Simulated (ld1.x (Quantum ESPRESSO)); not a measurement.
Before and after: TM potential for tin (Sn)

* Element: Sn
* Generator: ld1.x (Quantum ESPRESSO) 7.5
* Type: norm-conserving Troullier–Martins (Kleinman–Bylander form)
* Functional: PBE
* Relativity: scalar-relativistic
* Frozen core: [Kr] 4d10
* Valence charge: 4
* Reference configuration: 5s2 5p1 (charge +1)
* Partial waves: 5s (bound): rc 1.70 bohr; 5p (bound): rc 2.05 bohr; 5d channel at 0.05 Ry: rc 2.00 bohr
* Local potential: all-electron potential smoothed inside 1.55 bohr (lloc = -2)
* Core correction: a·sin(br)/r model core, default radius (core density twice the valence density)

Change: functional LDA (PZ).

Cutoffs: the cutoffs (Ry, on a coarse ladder) from which the occupation-weighted sum of valence levels, in a spherical-Bessel basis at the reference potential, stays within 10 and 1 mRy of its value at 400 Ry; they do not see the model core or the augmentation charge, which bear on the density cutoff. Errors are all-electron minus pseudo energies relative to the spin-unpolarised reference configuration.

Problem. Predict the effect on cutoff, ghosts and configuration errors.

Solution. The potential gets neither clearly harder nor softer (25 Ry and 55 Ry → 25 Ry and 55 Ry); both files keep a bound ghost (d, s); the number of tests with a reliable result goes from 7 to 9; of the 7 tests that both files solve, the error grows in 0 and shrinks in 4 by more than 15 % and 0.3 meV (median size 13.7 → 10.4 meV).

| quantity | base | changed |
| --- | --- | --- |
| cutoff, loose | 25 Ry | 25 Ry |
| cutoff, tight | 55 Ry | 55 Ry |
| loose cutoff by channel (10 mRy a level) | s 12 Ry, p 6 Ry | s 18 Ry, p 6 Ry |
| bound ghosts | d, s | d, s |
| error for 5s2 5p2, meV [ΔE -6.87 → -7.10 eV] | -0.9 | -0.6 |
| error for 5s2 5p0, meV [ΔE 13.95 → 14.26 eV] | -18 | -17 |
| error for 5s1 5p0, meV [ΔE 44.92 → 45.71 eV] | -170 | -163 |
| error for 5s0 5p4, meV [ΔE 7.31 → 7.30 eV] | -42 | -29 |
| error for 5s2 5p1.5, meV [ΔE -4.26 → -4.38 eV] | -0.2 | +0.1 |
| error for 5s1 5p3, meV [ΔE 0.10 → -0.02 eV] | -7.4 | -3.8 |
| error for 5s1 5p2, meV [ΔE 7.65 → 7.73 eV] | -14 | -10 |
| s: phases at 2.24 bohr within 0.05 rad from the reference energy up to (Ry; the scan ends near 5) | -0.8 | -0.8 |
| p: phases at 2.24 bohr within 0.05 rad from the reference energy up to (Ry; the scan ends near 5) | 0.5 | 0.5 |
| d: phases at 2.24 bohr within 0.05 rad from the reference energy up to (Ry; the scan ends near 5) | 0.6 | 0.6 |

 A true bound ghost makes a file unfit for plane-wave use even where its test errors are small: the radial tests pick states by their node count and pass the ghost by.
